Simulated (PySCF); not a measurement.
SMILES [SiH3]c1cc[c]([GeH3])cc1, singlet, GFN2-xTB optimised geometry.

```
18

Si    -1.22     3.12    -0.03
C     -0.54     1.36    -0.03
C     -1.15     0.36     0.72
C     -0.65    -0.93     0.74
C      0.49    -1.26     0.00
C      1.10    -0.27    -0.75
C      0.60     1.02    -0.77
Ge     1.19    -3.08     0.00
H     -0.84     3.78     1.22
H     -2.68     3.06    -0.12
H     -0.67     3.85    -1.17
H     -2.03     0.59     1.30
H     -1.13    -1.69     1.33
H      1.98    -0.51    -1.33
H      1.09     1.78    -1.36
H      2.68    -3.08     0.00
H      0.76    -3.85    -1.21
H      0.71    -3.84     1.20
```

Density from B3LYP/def2-SVP run with PySCF at that geometry.

Minimum of the electron density along straight lines between bonded atoms, close to the bond critical point (lines longer than 1.1 times the sum of covalent radii, or with two minima, are not listed):

```json
[
 {"bond": "Si1–C2", "length / Å": "1.887", "ρ at the minimum / e bohr⁻³": "0.113", "∇²ρ there / e bohr⁻⁵": "0.33", "position (fraction from the first atom)": "0.38"},
 {"bond": "C2–C3", "length / Å": "1.392", "ρ at the minimum / e bohr⁻³": "0.308", "∇²ρ there / e bohr⁻⁵": "-0.78", "position (fraction from the first atom)": "0.50"},
 {"bond": "C3–C4", "length / Å": "1.381", "ρ at the minimum / e bohr⁻³": "0.316", "∇²ρ there / e bohr⁻⁵": "-0.82", "position (fraction from the first atom)": "0.50"},
 {"bond": "C4–C5", "length / Å": "1.390", "ρ at the minimum / e bohr⁻³": "0.310", "∇²ρ there / e bohr⁻⁵": "-0.79", "position (fraction from the first atom)": "0.50"},
 {"bond": "C5–C6", "length / Å": "1.390", "ρ at the minimum / e bohr⁻³": "0.310", "∇²ρ there / e bohr⁻⁵": "-0.79", "position (fraction from the first atom)": "0.50"},
 {"bond": "C2–C7", "length / Å": "1.392", "ρ at the minimum / e bohr⁻³": "0.308", "∇²ρ there / e bohr⁻⁵": "-0.78", "position (fraction from the first atom)": "0.50"},
 {"bond": "C6–C7", "length / Å": "1.381", "ρ at the minimum / e bohr⁻³": "0.316", "∇²ρ there / e bohr⁻⁵": "-0.82", "position (fraction from the first atom)": "0.50"},
 {"bond": "C5–Ge8", "length / Å": "1.950", "ρ at the minimum / e bohr⁻³": "0.130", "∇²ρ there / e bohr⁻⁵": "0.06", "position (fraction from the first atom)": "0.53"},
 {"bond": "Si1–H9", "length / Å": "1.466", "ρ at the minimum / e bohr⁻³": "0.116", "∇²ρ there / e bohr⁻⁵": "0.33", "position (fraction from the first atom)": "0.49"},
 {"bond": "Si1–H10", "length / Å": "1.465", "ρ at the minimum / e bohr⁻³": "0.117", "∇²ρ there / e bohr⁻⁵": "0.33", "position (fraction from the first atom)": "0.49"},
 {"bond": "Si1–H11", "length / Å": "1.464", "ρ at the minimum / e bohr⁻³": "0.117", "∇²ρ there / e bohr⁻⁵": "0.33", "position (fraction from the first atom)": "0.49"},
 {"bond": "C3–H12", "length / Å": "1.082", "ρ at the minimum / e bohr⁻³": "0.284", "∇²ρ there / e bohr⁻⁵": "-1.07", "position (fraction from the first atom)": "0.63"},
 {"bond": "C4–H13", "length / Å": "1.083", "ρ at the minimum / e bohr⁻³": "0.283", "∇²ρ there / e bohr⁻⁵": "-1.07", "position (fraction from the first atom)": "0.63"},
 {"bond": "C6–H14", "length / Å": "1.083", "ρ at the minimum / e bohr⁻³": "0.283", "∇²ρ there / e bohr⁻⁵": "-1.07", "position (fraction from the first atom)": "0.63"},
 {"bond": "C7–H15", "length / Å": "1.082", "ρ at the minimum / e bohr⁻³": "0.284", "∇²ρ there / e bohr⁻⁵": "-1.08", "position (fraction from the first atom)": "0.63"},
 {"bond": "Ge8–H16", "length / Å": "1.495", "ρ at the minimum / e bohr⁻³": "0.142", "∇²ρ there / e bohr⁻⁵": "0.09", "position (fraction from the first atom)": "0.59"},
 {"bond": "Ge8–H17", "length / Å": "1.497", "ρ at the minimum / e bohr⁻³": "0.141", "∇²ρ there / e bohr⁻⁵": "0.08", "position (fraction from the first atom)": "0.59"},
 {"bond": "Ge8–H18", "length / Å": "1.495", "ρ at the minimum / e bohr⁻³": "0.142", "∇²ρ there / e bohr⁻⁵": "0.09", "position (fraction from the first atom)": "0.59"}
]
```
